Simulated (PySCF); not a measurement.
MgO.

```xyz
2

Mg     0.0000     0.0000    -0.6963
O      0.0000     0.0000     1.0444
```

The structure is a stationary point at B3LYP-D3(BJ)/def2-TZVPD.

Computed with PBE0/pcSseg-2 run with PySCF. Non-relativistic, no solvent.

Problem. Give the absolute GIAO shielding of each atom: isotropic value and principal components (ppm). (The exact figures need the calculation; the answer reports its results.)

Solution. 
```csv
atom,σ(iso),σ11,σ22,σ33,span
Mg1,992.2,710.9,1132.8,1132.8,422.0
O2,-2470.1,-3911.8,-3911.8,413.2,4324.9
```
